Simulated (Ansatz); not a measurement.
Program: Ansatz. Geometries: PBE0-D4/def2-TZVP. ΔE: electronic, gas phase. CCSD(T)/CBS is the MP2 limit (def2-TZVPP, def2-QZVPP) plus CCSD(T) − MP2 in def2-TZVPP, frozen cores. DFT in def2-TZVPP. def2 core potentials past Kr. For Sn outer-core shells are correlated without core-valence functions, which leaves a few kJ/mol of doubt a bond. One conformer a species, not always the lowest.

`C[SiH](O)[SnH3]` + CH₃NH₂ → `CN[SiH](C)O` + `[SnH4]`  (cleavage of the Si–Sn bond)

| level | ΔE (kcal/mol) |
| --- | --- |
| PBE0-D4 | -10.9 |
| MP2/def2-TZVPP | -13.8 |

(1) What does CCSD(T)/CBS give? (An estimate is asked.)

Largest T1 diagnostic among the species: 0.013.

## Answers

(1) Computed: -11.9 kcal/mol. The listed levels differ from it by 1.0, -1.9 kcal/mol.

From PBE to PBE0 (25 % exact exchange), in def2-TZVPP and without D4, ΔE moves by −1.5 kcal/mol. In def2-TZVPP, CCSD(T) changes the Hartree–Fock value by +2.4 kcal/mol (the triples alone add +0.3 kcal/mol) and MP2 by +2.3 kcal/mol.
